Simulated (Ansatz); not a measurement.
Molecule: TiH, net charge 0, quartet state. The spin state was set by rule; other spins were not relaxed. 
Coordinates optimised at B3LYP-D3(BJ)/def2-TZVP (Ansatz, a program for electronic structure):
```xyz
2

Ti     0.0000     0.0000    -0.0766
H      0.0000     0.0000     1.6849
```
Charge 0, spin multiplicity 4.

Parts of the frozen-core correlation energy in def2-SVP (Ansatz, hartree). Frozen orbitals: 9; correlated occupied orbitals by spin: 4 and 1; virtual: 23 and 26. UHF or UKS for open shells. Spin-orbit coupling is left out. Non-relativistic.

```csv
term,value
reference (HF),-848.84583
MP2 opposite-spin,?
MP2 same-spin,-0.01001
CCSD correlation,?
(T),?
CCSDT minus CCSD(T),-0.00060
CCSDT(Q) minus CCSD(T),-0.00062
T1 diagnostic,0.046
largest doubles amplitude,0.068
<S^2> of the reference,3.755
```

Question: Fill in the missing entries.

Answer: 
- MP2 opposite-spin, value: -0.02535
- CCSD correlation, value: -0.04915
- (T), value: -0.00097
